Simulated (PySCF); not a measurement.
Geometries of 2 isomers of C4H5BCl2, from PySCF, PBE0-D3(BJ)/def2-SVP geometry optimisation, gas phase. One conformer each, no zero-point energy, no frequencies.

Question: Which isomer lies lower at this level?
A.
```xyz
12
angstrom
Cl     2.027    1.681   -0.972
B      1.859   -0.037   -1.274
C      0.760   -0.868   -0.581
C     -0.192   -0.333    0.191
C     -1.417   -0.483    0.976
C     -0.787    0.878    0.742
Cl    -1.571    2.029   -0.332
H      2.647   -0.530   -2.042
H      0.733   -1.954   -0.730
H     -1.370   -0.899    1.990
H     -2.340   -0.716    0.432
H     -0.295    1.376    1.583
```
B.
```xyz
12
angstrom
B     -1.857   -0.292   -0.144
C     -0.371   -0.335    0.318
C      0.828   -0.606   -0.653
C      1.427    0.652   -0.083
Cl     2.880    1.465   -0.435
C      0.403    0.885    0.752
Cl     0.031    2.106    1.875
H     -2.635    0.480    0.364
H     -2.258   -1.099   -0.950
H     -0.421   -1.104    1.126
H      1.391   -1.531   -0.457
H      0.571   -0.552   -1.723
```

Answer: A. That is `ClB/C=C1/C[C@@H]1Cl`, 32.4 kcal/mol below the other.

```json
{"SMILES": "ClB/C=C1/C[C@@H]1Cl", "atoms numbered as above": "[Cl:1][BH:2]/[CH:3]=[C:4]1/[CH2:5][C@@H:6]1[Cl:7]", "E (Eh)": "-1099.72505", "relative (kcal/mol)": "0.0", "relative (kJ/mol)": "0.0", "dipole (D)": "2.62"}
{"SMILES": "B[C@H]1CC(Cl)=C1Cl", "atoms numbered as above": "[BH2:1][C@H:2]1[CH2:3][C:4]([Cl:5])=[C:6]1[Cl:7]", "E (Eh)": "-1099.67334", "relative (kcal/mol)": "32.4", "relative (kJ/mol)": "135.8", "dipole (D)": "1.77"}
```

As drawn, the lower has a three-membered ring, which the higher lacks; the higher has a four-membered ring, which the lower lacks.
